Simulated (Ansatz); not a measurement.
Several settings on one geometry of `[C-]#[N+]C12CC3C4CC5CC3C(C1)C(C5)C4C2` (that of the charge 0 singlet, PBE-D4/def2-SVP). Ansatz on 2 threads of AMD EPYC 7R13 on a shared host and a share (18 GiB) of an NVIDIA H100 80GB HBM3; times are rough.

```xyz
35

C     4.793    0.017    0.057
N     3.606    0.013    0.043
C     2.179    0.008    0.026
C     1.657   -1.437    0.203
C     0.122   -1.436    0.183
C    -0.408   -0.880   -1.161
C    -1.945   -0.884   -1.177
C    -2.482   -0.009   -0.030
C    -1.976   -0.568    1.313
C    -0.439   -0.564    1.333
C     0.102    0.876    1.155
C     1.637    0.886    1.178
C    -0.428    1.439   -0.187
C    -1.965    1.431   -0.206
C     0.133    0.561   -1.334
C     1.668    0.569   -1.321
H     2.039   -1.847    1.161
H     2.061   -2.072   -0.613
H    -0.240   -2.480    0.311
H    -0.022   -1.512   -1.991
H    -2.314   -0.503   -2.155
H    -2.322   -1.924   -1.075
H    -3.593   -0.013   -0.043
H    -2.368    0.042    2.155
H    -2.353   -1.603    1.464
H    -0.076   -0.968    2.304
H    -0.275    1.511    1.987
H     2.027    1.919    1.063
H     2.019    0.495    2.144
H    -0.057    2.480   -0.315
H    -2.334    1.857   -1.163
H    -2.356    2.081    0.607
H    -0.221    0.967   -2.307
H     2.058    1.600   -1.457
H     2.072   -0.049   -2.150
```

Totals from different functionals, basis sets or treatments of relativity can't be compared as stabilities.

The 6-31G sets use Cartesian d functions. Correlated methods freeze 16 core orbitals.

The spins typed aren't always the lowest for that charge.

(1) Give the basis size and estimate the energy, ⟨S²⟩ and time of these runs.

```
run                   method  charge    state                                                                                further keys
  1  UKS PBE-QIDH/def2-mTZVP       1  doublet                      point_charges: [{charge: 2.00, position_ang: [9.530, -0.678, -0.992]}]
  2  RKS B2GP-PLYP/6-31++G**       0  singlet    fitting: {mean_field: def2-universal-jkfit}; scf: {omitted_lower_state_checks: [starts]}
  3       RKS ωB97/def2-TZVP       0  singlet  fitting: {mean_field: def2-universal-jkfit}; scf: {lower_state_search: full}; forces asked
```

Results:

(1) 
```
run  functions  energy (Eh)  ⟨S²⟩  wall time
  1        361    -636.5208  0.76       62 s
  2        418    -636.9814     –       36 s
  3        610    -637.9233     –       26 s
```
